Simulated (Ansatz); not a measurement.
One change: `[NH2][GeH]` becomes `N[SiH]`.

Ansatz, PBE0-D4/def2-TZVP geometries, multiplicity 1. 

Scalar relativity is left out up to krypton.

```
                                          property  `[NH2][GeH]`
size of the dipole moment (ωB97M-V/def2-TZVPP) / D          1.42
               LUMO energy (B3LYP/def2-TZVPP) / eV         -1.85
    size of the dipole moment (PBE/def2-TZVPP) / D          1.66
                HOMO energy (PBE0/def2-TZVPP) / eV         -6.55
                 LUMO energy (PBE/def2-TZVPP) / eV         -2.42
               HOMO energy (B3LYP/def2-TZVPP) / eV         -6.39
```

(1) Give the same properties after the change, and the shifts. (Estimate.)

Answers

(1) Ansatz gave: 
```json
{"property": "size of the dipole moment (ωB97M-V/def2-TZVPP) / D", "`N[SiH]`": "1.95", "shift": "0.53"}
{"property": "LUMO energy (B3LYP/def2-TZVPP) / eV", "`N[SiH]`": "-1.69", "shift": "0.16"}
{"property": "size of the dipole moment (PBE/def2-TZVPP) / D", "`N[SiH]`": "2.19", "shift": "0.53"}
{"property": "HOMO energy (PBE0/def2-TZVPP) / eV", "`N[SiH]`": "-6.34", "shift": "0.21"}
{"property": "LUMO energy (PBE/def2-TZVPP) / eV", "`N[SiH]`": "-2.34", "shift": "0.08"}
{"property": "HOMO energy (B3LYP/def2-TZVPP) / eV", "`N[SiH]`": "-6.17", "shift": "0.22"}
```

With PBE0 the HOMO rises by 0.21 eV and the LUMO rises by 0.13 eV, so the gap narrows by about 0.08 eV. PBE moves the HOMO by 0.21 eV and ωB97M-V by 0.25 eV. Dipoles are sizes alone; their direction can turn.

B3LYP here is the variant with VWN-RPA as its local correlation; programs differ in this.
